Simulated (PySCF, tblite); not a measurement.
Compound: C7H12O4.
SMILES with atom numbers: `[CH3:1][O:2][C:3](=[O:4])[C:5](=[O:6])[O:7][C:8]([CH3:9])([CH3:10])[CH3:11]` (hydrogens: H12, H13, H14 on C1; H15, H16, H17 on C9; H18, H19, H20 on C10; H21, H22, H23 on C11)

The geometry is computed with GFN2-xTB (gas phase).

Problem. Give the optimised bond lengths and angles.

Solution. 
```json
{"bond": "C1–O2", "length (Å)": "1.422"}
{"bond": "O2–C3", "length (Å)": "1.324"}
{"bond": "C3=O4", "length (Å)": "1.202"}
{"bond": "C3–C5", "length (Å)": "1.547"}
{"bond": "C5=O6", "length (Å)": "1.203"}
{"bond": "C5–O7", "length (Å)": "1.312"}
{"bond": "O7–C8", "length (Å)": "1.457"}
{"bond": "C8–C9, C8–C10, C8–C11", "length (Å)": "1.527"}
{"bond": "C1–H12, C1–H13, C1–H14", "length (Å)": "1.090"}
{"bond": "C9–H15 and 8 like bonds", "length (Å)": "1.087"}
```

Bonds in one row agree within 0.01 Å and their mean is given. A selection of angles:
```json
{"angle": "C1–O2–C3", "degrees": "116.3"}
{"angle": "O2–C3–O4", "degrees": "125.3"}
{"angle": "O2–C3–C5", "degrees": "110.3"}
{"angle": "O4–C3–C5", "degrees": "124.3"}
{"angle": "C3–C5–O6", "degrees": "122.7"}
{"angle": "C3–C5–O7", "degrees": "109.1"}
{"angle": "O6–C5–O7", "degrees": "128.2"}
{"angle": "C5–O7–C8", "degrees": "121.7"}
{"angle": "O7–C8–C9", "degrees": "103.9"}
{"angle": "O7–C8–C10", "degrees": "109.8"}
{"angle": "C9–C8–C10", "degrees": "110.9"}
```

Dihedral angles: C1–O2–C3–O4 0° (synperiplanar); O2–C3–C5–O6 0° (synperiplanar); C3–C5–O7–C8 180° (antiperiplanar); C5–O7–C8–C9 180° (antiperiplanar).

O7 (ester single-bonded oxygen) is bent (angle 121.7°). The 6 C–O bonds span 1.202 Å (C3=O4, drawn double) to 1.457 Å (O7–C8, drawn single), a spread of 0.255 Å. Of the pairs four or more bonds apart, O6···H18 is among the closest relative to their van der Waals radii: 2.40 Å, 88 % of the sum of Bondi's values.

Point group: Cs (every atom within 0.08 Å of its image). GFN2-xTB frequencies show an imaginary mode (22i cm⁻¹), so the point is no minimum at that level. 2 starts were optimised and ended at 0.00 and 0.06 kcal/mol (GFN2-xTB); the lowest of these is shown.
